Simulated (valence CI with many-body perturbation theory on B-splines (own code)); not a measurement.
Which ion has this spectrum?

A relativistic CI+MBPT calculation for an atom or ion with 14 electrons gives these levels (× 10³ cm⁻¹):

```tsv
J	Parity	E	g
0	even	0.00	
1	even	1725.6	1.49
2	even	1793.0	1.17
2	odd	2883.7	1.54
1	odd	3087.1	1.03
2	odd	3291.8	0.76
2	even	3568.4	1.31
1	odd	3592.2	0.88
0	even	3714.2	
2	odd	3832.9	1.30
3	odd	3839.8	1.11
1	even	4477.8	0.42
2	even	4527.8	1.14
2	odd	4567.1	1.51
```

The energies are calculated, and their last digits are not significant.

Q: Which is it?
A. Er54+
B. Ho53+
C. Tm55+
D. Gd50+

A: B. Ho53+, ground level (3s^2 3p1/2^2) J=0.
